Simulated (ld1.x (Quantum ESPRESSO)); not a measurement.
# Pseudopotential generation for Ag: PAW, PBE, scalar-relativistic.

- Element: silver (Ag)
- Generator: ld1.x (Quantum ESPRESSO) 7.5
- Type: PAW
- Functional: PBE
- Relativity: scalar-relativistic
- Frozen core: [Ar] 3d10
- Valence charge: 19
- Reference configuration: 4s2 4p6 4d10 5s0.5 5p0 (charge +0.5)
- Partial waves: 4s (bound): rcut 1.35, rcutus 1.70 bohr; 5s (bound): rcut 1.35, rcutus 1.70 bohr; 4p (bound): rcut 1.35, rcutus 1.40 bohr; 5p (bound, empty): rcut 1.35, rcutus 1.40 bohr; 4d (bound): rcut 1.15, rcutus 1.50 bohr; 4d channel at 0.7 Ry: rcut 1.15, rcutus 1.50 bohr
- Local potential: all-electron potential smoothed inside 1.60 bohr (lloc = -1)
- Core correction: Bessel-smoothed model core, default radius (core density twice the valence density)
- Augmentation charge: GAUSS, radius 1.10 bohr

Does the generator finish with these settings?

Yes, a potential is produced and its reference levels are reproduced.

Estimate the cutoffs (Ry, on a coarse ladder) from which the occupation-weighted sum of valence levels, in a spherical-Bessel basis at the reference potential, stays within 10 and 1 mRy of its value at 400 Ry.

70 Ry and 110 Ry.

Does the potential have ghost states?

No extra level below or beside the all-electron valence levels (s, p, d, f tested).

Is the overlap operator S = 1 + Σ q|β⟩⟨β| positive definite (Bessel basis up to 400 Ry)?

Barely: its lowest eigenvalue is 0.019 (s channel).

Tests: 4s2 4p6 4d10 5s1 5p0; 4s2 4p6 4d10 5s0 5p0; 4s2 4p6 4d9 5s0 5p0; 4s2 4p6 4d7 5s0 5p0; 4s2 4p6 4d9 5s1 5p1; 4s2 4p6 4d9 5s2 5p0; 4s2 4p5 4d10 5s1 5p0. Which has the largest error in its energy relative to the reference configuration, and how large is it?

4s2 4p5 4d10 5s1 5p0, with -39 meV (all-electron minus pseudo) on +62.23 eV.
